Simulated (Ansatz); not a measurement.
GaH, closed-shell singlet (the spin of the measured ground state), most abundant isotopes (1.0078 and 68.9256 u). Constants from fifth-degree fits in 1/R to seven points on the lowest solution found; no spin–orbit coupling, no relativity up to Kr; ω_e x_e and α_e move by some per cent with the fit.

Correlated levels freeze the inner cores; with def2 sets outer-core shells near the valence are correlated too. CBS: X⁻³ extrapolation of the correlation energy, Hartree–Fock from the larger set.

Codes used: Ansatz (Gaussian orbitals). Values without a source in brackets are computed.

At CCSD(T)/CBS(def2-TZVPP, def2-QZVPP): B₀ = 6.1109 cm⁻¹, fundamental 1563 cm⁻¹.

Question: Taking the state as ¹Σ, work out the ideal-gas entropy and heat capacity at 298.15 K and 1 bar (rigid rotor, harmonic oscillator at the fundamental, no nuclear spin).

Answer: 
Translation: S = R(1.5 ln M + 2.5 ln T − 1.1517) with M = 69.933 u gives 161.83 J/(mol K). Rotation: q = kT/(σhcB₀) = 33.9 with σ = 1 and hc/k = 1.43878 cm K, S = R(ln q + 1) = 37.61. Vibration: u = hcν/kT = 7.544, S = R(u/(eᵘ − 1) − ln(1 − e⁻ᵘ)) = 0.04. Sum S° = 199.5 J/(mol K). C_p = 7R/2 + R u² eᵘ/(eᵘ − 1)² = 29.35 J/(mol K).

Ansatz is a quantum-chemistry and plane-wave program.
